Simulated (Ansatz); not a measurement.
Total energies of CH$_{5}$AlSn, SMILES `[CH2]1[AlH][SnH2]1`.

Z-matrix (Å, degrees):
```
C
Sn 1 2.260
Al 1 1.925 2 74.4
H 1 1.092 2 114.8 3 117.0
H 1 1.092 2 113.3 3 -116.3
H 2 1.709 1 110.7 3 120.4
H 2 1.709 1 111.0 3 -119.4
H 3 1.585 1 145.2 2 178.6
```

Total charge 0; spin multiplicity 1. Correlated methods include outer-core shells of Sn, which these sets cover unevenly. Sn: def2 effective core potential. The geometry is a stationary point of PBE0-D4/def2-TZVP. Basis def2-TZVPP, the Gaussian-basis code of Ansatz.

RPA on PBE orbitals: Hartree–Fock energy of these orbitals -495.94809 Eh, correlation -0.94135 Eh (frozen core).

```
             functional  energy without D4 (Eh)  D4 term (kJ/mol)
            LDA (SPW92)              -496.00822                 –
                    PBE              -497.59544             -15.3
                   BLYP              -497.71727             -32.7
                 r2SCAN              -497.82417              -3.4
                 B97M-V              -497.74683                 –
                   PBE0              -497.63594             -13.0
                  B3LYP              -497.89787             -25.1
                r2SCAN0              -497.78688              -4.2
HSE06 (plane-wave form)              -497.62540             -12.3
                  BHLYP              -497.69561             -22.9
                LC-ωPBE              -497.71820                 –
                ωB97X-V              -497.72369                 –
                ωB97M-V              -497.69751                 –
               PBE-QIDH              -497.34306                 –
```

Problem. Give the same for revPBE, r2SCANh, CAM-B3LYP, B2PLYP. (Estimate.)

Solution. Ansatz gave: 
| functional | energy without D4 (Eh) | D4 term (kJ/mol) |
| --- | --- | --- |
| revPBE | -497.77985 | -39.2 |
| r2SCANh | -497.80888 | -3.7 |
| CAM-B3LYP | -497.75481 | -13.5 |
| B2PLYP | -497.42628 | – |

B3LYP takes the VWN-RPA correlation (the form of Gaussian; ORCA's B3LYP/G). HSE06 is the plane-wave form, built on full-range PBE exchange. The double hybrids freeze the cores in their second-order part.

LC-ωPBE has ω = 0.4 bohr⁻¹.
